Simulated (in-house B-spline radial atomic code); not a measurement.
Configurations of Cr⁴⁺, with energies counted from [Ar] (3d3/2)2. All numbers are computed (Dirac-Hartree-Fock, average of each configuration as written; Fermi nucleus of rms radius 3.6452 fm) with an all-electron radial atomic-structure program (B-spline basis), not measured. Energies include first-order Breit, QED and recoil terms.

Occupations are held fixed; configurations that lie above the ionisation limit could autoionise.

| configuration | E - E(ref) (eV) | highest orbital | its <r> (bohr) |
| --- | --- | --- | --- |
| [Ar] (3d5/2)1 (6d3/2)1 | 56.06 | 6d3/2 | 8.399 |
| [Ar] (3d3/2)1 (6f5/2)1 | 57.699 | 6f5/2 | 9.353 |
| [Ne] 3s2 (3p1/2)1 (3p3/2)4 (3d3/2)1 (3d5/2)1 5s1 | 90.675 | 5s1/2 | 4.146 |
| [Ne] 3s2 (3p1/2)1 (3p3/2)4 (3d3/2)1 (3d5/2)1 (5p3/2)1 | 93.724 | 5p3/2 | 4.539 |
| [Ne] 3s2 (3p1/2)1 (3p3/2)4 (3d5/2)2 7s1 | 103.13 | 7s1/2 | 9.815 |
| [Ne] 3s2 (3p1/2)1 (3p3/2)4 (3d3/2)2 (6p3/2)1 | 103.31 | 6p3/2 | 7.232 |
| [Ne] 3s2 (3p1/2)1 (3p3/2)4 (3d3/2)2 (6f7/2)1 | 107.53 | 6f7/2 | 9.375 |
| [Ne] 3s2 (3p1/2)1 (3p3/2)4 (3d3/2)2 (7g7/2)1 | 110.19 | 7g7/2 | 12.68 |

(1) Order these further configurations by energy, lowest first.
A. [Ne] 3s2 (3p1/2)2 (3p3/2)3 (3d3/2)2 (3d5/2)1
B. [Ne] 3s2 (3p1/2)1 (3p3/2)4 (3d3/2)2 (4f5/2)1
C. [Ar] (3d3/2)1 (6p3/2)1
D. [Ar] (3d3/2)1 (7g7/2)1
E. [Ar] (3d3/2)1 (3d5/2)1

(2) How far above the reference does [Ar] (3d5/2)1 5s1 lie?

(3) How far above the reference does [Ar] (3d5/2)2 lie?

(4) How far above the reference does [Ar] (3d5/2)1 (4d3/2)1 lie?

Answers

(1) E (0.36154 eV), A (46.302 eV), C (53.51 eV), D (60.379 eV), B (95.444 eV).

(2) 42.559 eV; its least bound orbital is 5s1/2 with <r> = 4.149 bohr.

(3) 0.30165 eV; its least bound orbital is 3d5/2 with <r> = 1.015 bohr.

(4) 38.721 eV; its least bound orbital is 4d3/2 with <r> = 3.008 bohr.
